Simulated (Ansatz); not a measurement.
A trace of molecular dynamics of FH₂OSSi (6 atoms, charge 0, multiplicity 2).

Computed with UKS r2SCAN-D4/STO-3G (Ansatz 0.2.0).

```json
{"ensemble": "NVE (velocity Verlet)", "starting velocities drawn for": "3000 K", "seed": "605127"}
```

```json
{"time (fs)": "0.0", "T (K)": "3000", "potential energy less start (eV)": "0.000", "conserved less start (meV/atom)": "0.00"}
{"time (fs)": "4.0", "T (K)": "1882", "potential energy less start (eV)": "0.607", "conserved less start (meV/atom)": "4.76"}
{"time (fs)": "8.0", "T (K)": "883", "potential energy less start (eV)": "1.138", "conserved less start (meV/atom)": "7.27"}
{"time (fs)": "12.0", "T (K)": "1416", "potential energy less start (eV)": "0.852", "conserved less start (meV/atom)": "5.57"}
{"time (fs)": "16.0", "T (K)": "2246", "potential energy less start (eV)": "0.416", "conserved less start (meV/atom)": "4.33"}
{"time (fs)": "20.0", "T (K)": "1522", "potential energy less start (eV)": "0.797", "conserved less start (meV/atom)": "5.51"}
{"time (fs)": "24.0", "T (K)": "2395", "potential energy less start (eV)": "0.324", "conserved less start (meV/atom)": "1.79"}
{"time (fs)": "28.0", "T (K)": "2489", "potential energy less start (eV)": "0.276", "conserved less start (meV/atom)": "1.90"}
{"time (fs)": "32.0", "T (K)": "1681", "potential energy less start (eV)": "0.703", "conserved less start (meV/atom)": "3.56"}
{"time (fs)": "36.0", "T (K)": "1524", "potential energy less start (eV)": "0.775", "conserved less start (meV/atom)": "1.89"}
{"time (fs)": "40.0", "T (K)": "2030", "potential energy less start (eV)": "0.533", "conserved less start (meV/atom)": "5.26"}
{"time (fs)": "44.0", "T (K)": "2186", "potential energy less start (eV)": "0.458", "conserved less start (meV/atom)": "6.19"}
{"time (fs)": "48.0", "T (K)": "827", "potential energy less start (eV)": "1.163", "conserved less start (meV/atom)": "6.60"}
{"time (fs)": "52.0", "T (K)": "1940", "potential energy less start (eV)": "0.562", "conserved less start (meV/atom)": "2.24"}
{"time (fs)": "56.0", "T (K)": "2119", "potential energy less start (eV)": "0.475", "conserved less start (meV/atom)": "3.26"}
{"time (fs)": "60.0", "T (K)": "1459", "potential energy less start (eV)": "0.807", "conserved less start (meV/atom)": "1.74"}
{"time (fs)": "64.0", "T (K)": "1301", "potential energy less start (eV)": "0.881", "conserved less start (meV/atom)": "0.42"}
{"time (fs)": "68.0", "T (K)": "1726", "potential energy less start (eV)": "0.687", "conserved less start (meV/atom)": "4.67"}
{"time (fs)": "72.0", "T (K)": "3081", "potential energy less start (eV)": "-0.040", "conserved less start (meV/atom)": "0.37"}
{"time (fs)": "76.0", "T (K)": "1487", "potential energy less start (eV)": "0.818", "conserved less start (meV/atom)": "6.05"}
{"time (fs)": "80.0", "T (K)": "1352", "potential energy less start (eV)": "0.902", "conserved less start (meV/atom)": "8.27"}
{"time (fs)": "84.0", "T (K)": "2097", "potential energy less start (eV)": "0.494", "conserved less start (meV/atom)": "4.49"}
{"time (fs)": "88.0", "T (K)": "2424", "potential energy less start (eV)": "0.295", "conserved less start (meV/atom)": "-0.47"}
{"time (fs)": "92.0", "T (K)": "1912", "potential energy less start (eV)": "0.564", "conserved less start (meV/atom)": "0.17"}
{"time (fs)": "96.0", "T (K)": "1772", "potential energy less start (eV)": "0.658", "conserved less start (meV/atom)": "3.90"}
{"time (fs)": "100.0", "T (K)": "2018", "potential energy less start (eV)": "0.508", "conserved less start (meV/atom)": "-0.01"}
{"time (fs)": "104.0", "T (K)": "904", "potential energy less start (eV)": "1.120", "conserved less start (meV/atom)": "6.08"}
```

**Question.** Is this trajectory sound?

**Answer.** The conserved energy wandered by up to 10.9 meV per atom (net 1.2 meV per atom), which is poor conservation. A run of 0.11 ps of so small a system gives no equilibrium averages. Limits of this set-up: minimal basis. The time step was 1 fs.

Run time: 12 min on 1 thread of Arm Neoverse V2 (shared host), peak memory 0.14 GiB.
